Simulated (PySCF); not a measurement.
Compound: C3H10GeOSi.
Geometry (PBE0-D3(BJ)/def2-SVP, Å), atoms numbered from 1 in this order:
```
atom  x, y, z in Å
C1     2.5752   -1.1386   -0.7508
C2     2.1335   -0.4552    0.3097
Ge3    1.2747    1.2721    0.1365
O4    -0.4256    1.1365    0.6474
Si5   -1.6645    0.0929    0.2775
C6    -1.4459   -1.5591    1.1301
H7     2.4783   -0.7494   -1.7712
H8     3.0551   -2.1193   -0.6540
H9     2.2487   -0.8881    1.3113
H10    1.3144    1.7000   -1.3446
H11    1.8818    2.3321    1.0681
H12   -2.9363    0.7367    0.7238
H13   -1.7323   -0.1208   -1.2067
H14   -0.5353   -2.0659    0.7750
H15   -1.3672   -1.4285    2.2205
H16   -2.3065   -2.2160    0.9248
```

Computed at PBE0/pcSseg-1 (PySCF, non-relativistic), with Q(73Ge) = −0.196 b, Q(17O) = −0.0256 b: Ge3, 73Ge (I = 9/2): χzz = -67.95 MHz, η = 0.226; O4, 17O (I = 5/2): χzz = -7.334 MHz, η = 0.353.

(1) Where would the pure quadrupole (NQR) lines of 73Ge at Ge3 fall for the rigid, isolated species?

(2) Where would the pure quadrupole (NQR) lines of 17O at O4 fall for the rigid, isolated species?

Results:

(1) From the eigenvalues of H = χ/[4I(2I − 1)] × [3Iz² − I(I + 1) + η(Ix² − Iy²)], steps between neighbouring levels, labelled as for η = 0: ±1/2↔±3/2 3.898 MHz, ±3/2↔±5/2 5.399 MHz, ±5/2↔±7/2 8.411 MHz, ±7/2↔±9/2 11.28 MHz (germanium bonded to C, O and 2 H).

(2) From the eigenvalues of H = χ/[4I(2I − 1)] × [3Iz² − I(I + 1) + η(Ix² − Iy²)], steps between neighbouring levels, labelled as for η = 0: ±1/2↔±3/2 1.241 MHz, ±3/2↔±5/2 2.149 MHz (oxygen bonded to Ge and Si).

In a crystal, neighbours and librations shift these lines. The calculation is non-relativistic, for germanium too. A larger basis could move these couplings by a tenth or more.

These values come from a run that also computed NMR shieldings. Hardware: an x86-64 server with one thread, no GPU (shared host). Cost: 28 s wall.

One conformer stands for the species.
